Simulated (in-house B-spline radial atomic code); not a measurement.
Values are calculated unless marked as measured or tabulated.
# Building a PAW p channel for I, r_c = 2.06 bohr

I, [Kr] 4d10 5s2 5p5, non-relativistic LDA (VWN5), spherical and spin-unpolarised, from an all-electron radial atomic-structure program (B-spline basis) (atomic units; all potentials screened as in the neutral atom).

Two all-electron partial waves φ1, φ2 are integrated outwards at E1 = ε(5p) = -0.267904 and E2 = E1 + 2 hartree; φ1 is the bound orbital and φ2 has unit norm inside r_c = 2.0609 bohr. Smooth partners are polynomials, r^2(a0 + a1 r² + a2 r⁴ + a3 r⁶), matched to φ and three derivatives at r_c, with no condition on the norm. The local potential is -8.25003 + (4.78159) r² + (-1.15728) r⁴ + (0.103475) r⁶ inside 1.6873 bohr and the all-electron one outside.

```json
{"wave": "1", "φ(r_c)": "0.711416", "φ'(r_c)": "-0.01365289", "a0": "0.4057517", "a1": "-0.06774784", "a2": "0.001748329", "a3": "0.0002343155"}
{"wave": "2", "φ(r_c)": "0.03097495", "φ'(r_c)": "2.850899", "a0": "-1.920492", "a1": "0.8330095", "a2": "-0.1096006", "a3": "0.00478832"}
```

Inside r_c the overlaps are <φi φj> = [[0.35975, -0.50715], [-0.50715, 1.00000]] and, for the smooth waves, [[0.39643, -0.66115], [-0.66115, 1.58316]]. With χj = (Ej − T − V_local) applied to smooth wave j, the program's quadrature gives the matrix B_ij = <smooth i, χj> as [[0.39793, -1.46075], [-1.15274, 4.47062]].

(1) Check the match of the first wave, and find the augmentation charges q_ij.

(2) B isn't symmetric. Show that D_ij = B_ij + Ej q_ij is.

Solving (T + V_local + Σ p D p) ψ = E (1 + Σ p q p) ψ in a sphere of 9 bohr, whose wall lifts the free-atom level a little, gives these levels:

```
all-electron  one projector  two projectors
   -0.267842      -0.267842       -0.267842
    0.093755       0.092904        0.093732
    0.420562       0.413745        0.420463
    0.912903       0.871107        0.912738
    1.556260       1.338490        1.556240
```

(3) What does the second projector gain?

## Answers

(1) At r_c the four terms are 1.72335, -1.22215, 0.13396, 0.07625, which sum to 0.7114, φ1(r_c) to rounding. q_ij is the all-electron overlap less the smooth one: [[-0.03668, 0.15401], [0.15401, -0.58316]]. The smooth first wave has a norm of 0.3964 inside r_c against 0.3598, so q11 is negative and must stay small enough for the overlap operator to be positive.

(2) Integrating by parts gives B12 − B21 = (E1 − E2) q12: -1.46075 − (-1.15274) = -0.30801, and −2 × (0.15401) = -0.30801. So D12 = -1.46075 + (1.732096)(0.15401) = -1.19400 and D21 = -1.15274 + (-0.267904)(0.15401) = -1.19400; D11 = 0.40776, D22 = 3.46053. The projectors, p = (B⁻¹)ᵀ χ, are dual to the smooth waves; det B = 0.095.

(3) With one projector the errors are 0.00, -0.85, -6.82, -41.80, -217.77 millihartree. With two the errors are 0.00, -0.02, -0.10, -0.16, -0.02 millihartree. The scattering is exact at E1 and at E2 = 1.732, and over all levels compared the largest error is 0.16 millihartree. The lowest eigenvalue of the overlap operator is 0.7731 with one and 0.279 with two projectors. The smooth orbital alone needs a cutoff of 5.12 hartree for 1 millihartree of kinetic energy, against 8.32 for a norm-conserving Troullier-Martins orbital of the same radius; part of the gain comes from giving up the norm, part from the simpler form.
